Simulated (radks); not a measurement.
Valence configurations of Tb3+ (all share [Xe]). All-electron calculation, Dirac Kohn-Sham, LDA (Slater exchange, Perdew-Wang correlation), spin-unpolarised, spherical densities, finite nucleus; open shells fill j = l - 1/2 first; Fermi nuclear charge, rms radius 5.06 fm. Program: a radial shooting solver on a logarithmic mesh with Libxc functionals. Energies are relative to 4f8; eigenvalues in eV.

valence	E (eV)	e(4f5/2)	e(4f7/2)	e(5d3/2)	e(6p1/2)	e(6p3/2)
4f8	0.000	-34.836	-33.984	-	-	-
4f7 6p1	20.031	-46.205	-45.291	-	-20.825	-
4f6 6p2	49.484	-58.585	-	-	-22.962	-
4f5 6s1 6p2	84.523	-71.054	-	-	-24.515	-
4f7.5 5d0.5	4.986	-38.300	-37.419	-26.189	-	-
4f7 5d1	11.265	-41.956	-41.045	-27.128	-	-
4f6 5d2	28.085	-49.774	-	-28.966	-	-
4f4 5d1 6s1 6p2	119.63	-80.407	-	-41.604	-25.019	-
4f7 6s1	14.770	-45.255	-44.342	-	-	-
4f4 6s1 6p3	138.55	-85.526	-	-	-26.526	-25.117

NIST lists [Xe] 4f8 as the ground configuration; this level of theory agrees among the configurations tried. The energies are those of spherical spin-averaged densities, not of single terms.
